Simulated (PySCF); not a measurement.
# One molecule, several mistakes: C2H6Si

Calculated results; nothing here was measured. The program is PySCF 2.14.0, an open-source quantum chemistry code, run on an isolated molecule that a program drew, which may never have been made. The molecule is C2H6Si (charge 0, singlet), drawn as the SMILES string `C[Si]C`.

Each row is a Hartree-Fock (HF) and frozen-core CCSD(T) single point in the cc-pV(D+d)Z basis, meant for a local HF minimum. Run 1 is clean. Each other run has one planted mistake out of seven kinds, and not every kind appears here: one electron removed, one electron added, multiplicity raised by two, geometry at a saddle point, minimal basis STO-3G, one bond length entered in bohr, all coordinates scaled. The reference is restricted for singlets and unrestricted otherwise, and also for a bond in bohr. Adding or removing an electron swaps singlet and doublet. Electrons count all cores. HOMO and LUMO are orbital energies over both spins, the gradient is its largest component, and the lowest frequency (negative if imaginary) is given only where the gradient is small. Bond lengths are over the 8 bonds as drawn. T1 is the CCSD diagnostic: over 0.02 (restricted) or 0.045 (unrestricted) a single reference is doubtful.

Geometry of the clean run:
```xyz
9
C2H6Si, angstrom
C    -2.5075    0.7243    0.0916
Si   -2.0912   -0.7487   -1.0503
C    -0.1860   -0.6564   -0.9551
H    -3.5567    1.0237    0.0362
H    -1.8749    1.6011   -0.0875
H    -2.3123    0.4000    1.1250
H     0.3052   -1.5374   -1.3745
H     0.1839   -0.4918    0.0633
H     0.1314    0.2131   -1.5501
```

| run | electrons | basis functions | <S^2> | HOMO (eV) | LUMO (eV) | gradient (hartree/bohr) | lowest frequency (cm^-1) | mean bond (Å) | longest bond (Å) | T1 | HF (hartree) | CCSD(T) (hartree) | mistake |
|---|---|---|---|---|---|---|---|---|---|---|---|---|---|
| 1 | 32 | 81 | 0.000 | -8.19 | 1.26 | 4.1e-05 | 95 | 1.2996 | 1.910 | 0.0110 | -368.11870 | -368.55986 | no fault |
| 2 | 32 | 81 | 0.000 | -7.84 | 1.68 | 7.7e-02 | - | 1.1944 | 1.755 | 0.0106 | -368.06258 | -368.49397 | all coordinates scaled |
| 3 | 33 | 81 | 0.776 | -0.31 | 8.83 | 2.5e-02 | - | 1.2996 | 1.910 | 0.0128 | -368.10048 | -368.54939 | one electron added |
| 4 | 32 | 25 | 0.000 | -5.80 | 6.26 | 1.3e-02 | - | 1.2996 | 1.910 | 0.0058 | -363.86416 | -364.04842 | minimal basis STO-3G |
| 5 | 32 | 81 | 0.998 | -7.25 | 0.80 | 3.8e-02 | - | 1.5120 | 3.609 | 0.0399 | -368.03055 | -368.44079 | ? |
| 6 | 32 | 81 | 2.004 | -7.35 | 0.89 | 2.0e-02 | - | 1.2996 | 1.910 | 0.0128 | -368.09307 | -368.51130 | ? |

**Which mistake was planted in run 5, and what did it cost?**

The mean bond changes by a factor of 1.163 and the longest by 1.890, so the molecule wasn't scaled as a whole. A length L in bohr read as angstrom grows by (1/0.5292 - 1) L = 0.890 L. The 8 bonds together grew by 8 x 0.2124 = 1.699 Å, which gives L = 1.910 Å. That is the length of one of the C-Si bonds, 1.910 Å in the clean geometry. So the mistake is: one bond length entered in bohr. Subtracting run 1 and multiplying by 627.51 kcal/mol a hartree, the energy moved by 55.3 kcal/mol in HF and 74.7 kcal/mol in CCSD(T).

**Which mistake was planted in run 6, and what did it cost?**

Electrons, basis and geometry are unchanged, and <S^2> is 2.004, beside S(S+1) = 2.00 for a multiplicity of 3. So the mistake is: multiplicity raised by two. Subtracting run 1 and multiplying by 627.51 kcal/mol a hartree, the energy moved by 16.1 kcal/mol in HF and 30.5 kcal/mol in CCSD(T).

Cautions from the logs. Run 3: the added electron raises the CCSD(T) energy, so it isn't bound in this basis.
